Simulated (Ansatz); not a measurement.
Mulliken charges of C$_{2}$H$_{6}$FIn, SMILES `[CH3][InH][CH2]F` from ωB97M-V/def2-TZVPP in Ansatz (PBE0-D4/def2-TZVP geometry).

| atom | x (Å) | y (Å) | z (Å) | charge (e) |
| --- | --- | --- | --- | --- |
| C1 | -1.264 | 0.571 | -1.267 | -0.620 |
| In2 | -0.526 | -0.492 | 0.449 | 0.552 |
| C3 | 1.581 | -0.293 | 0.994 | -0.200 |
| F4 | 2.250 | 0.554 | 0.111 | -0.246 |
| H5 | -1.684 | -0.131 | -1.990 | 0.123 |
| H6 | -2.061 | 1.255 | -0.968 | 0.123 |
| H7 | -0.464 | 1.139 | -1.740 | 0.144 |
| H8 | -1.531 | -1.507 | 1.431 | -0.107 |
| H9 | 2.090 | -1.263 | 0.979 | 0.116 |
| H10 | 1.695 | 0.117 | 2.003 | 0.116 |

Q: By hand: the dipole of these point charges (1 e Å = 4.8032 D).

A: Σ q r = (-0.301, -0.373, 0.386) e Å, of length 0.615 e Å = 2.95 D.

Q: How does the dipole of the full density compare? (Best estimate.)

A: The calculation gave: (-0.199, -0.136, 0.106) e Å, 1.26 D; the point charges give 2.34 times that, at 21° from its direction.

Point charges leave out the atoms' own dipoles, such as those of lone pairs, and Mulliken's split depends on the basis, so the two needn't agree.
